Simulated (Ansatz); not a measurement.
`F[SiH](F)[GeH3]` + H₂Se → `[GeH3][SeH]` + `F[SiH2]F` at 298.15 K and 1 bar (cleavage of the Ge–Si bond).

Gas-phase electronic energies from Ansatz, PBE0-D4/def2-TZVP geometries. CCSD(T)/CBS adds triple-zeta CCSD(T) − MP2 to the extrapolated MP2 energy (def2 sets, frozen cores). This one scheme is used for every species. For Ge, Se outer-core shells are correlated without core-valence functions, which leaves a few kJ/mol of doubt a bond. Scalar relativity is left out up to krypton.

| species | CCSD(T)/CBS energy (Eh) | H − E (kJ/mol) | S (J/(mol·K)) |
| --- | --- | --- | --- |
| `F[SiH](F)[GeH3]` | -2567.30741 | 119.9 | 345.2 |
| H₂Se | -2401.89790 | 45.8 | 219.1 |
| `[GeH3][SeH]` | -4479.23116 | 96.5 | 300.6 |
| `F[SiH2]F` | -489.99391 | 72.3 | 262.5 |

H − E and S are ideal-gas, rigid-rotor, harmonic terms from PBE0-D4/def2-TZVP. 1 Eh = 2625.50 kJ/mol, R = 8.31446 J/(mol·K).

Q: By hand: ΔE, ΔH, ΔS and ΔG.

A: ΔE = (-4479.23116) + (-489.99391) − (-2567.30741) − (-2401.89790) = -0.01976 Eh = -51.9 kJ/mol. Δ(H − E) = 96.5 + 72.3 − 119.9 − 45.8 = 3.1, so ΔH = -48.8 kJ/mol. ΔS = 300.6 + 262.5 − 345.2 − 219.1 = -1.2 J/(mol·K). ΔG = -48.8 − 298.15 × (-1.2)/1000 = -48.4 kJ/mol.

Q: By hand: the equilibrium constant, and the temperature at which ΔG would vanish if ΔH and ΔS stayed fixed.

A: log₁₀ K = −ΔG/(RT ln 10) = 8.5. ΔG = 0 at ΔH/ΔS = 40667 K, far beyond where these terms or the molecules hold.

The number of gas molecules stays the same, so ΔS is small and ΔH decides. A doubt of 5 kJ/mol in ΔE shifts log₁₀ K by 0.9 here. These are equilibria of isolated gas molecules and say nothing of rates. Largest T1 diagnostic: 0.012 (customary marks: 0.02 for closed shells, 0.045 for open ones).
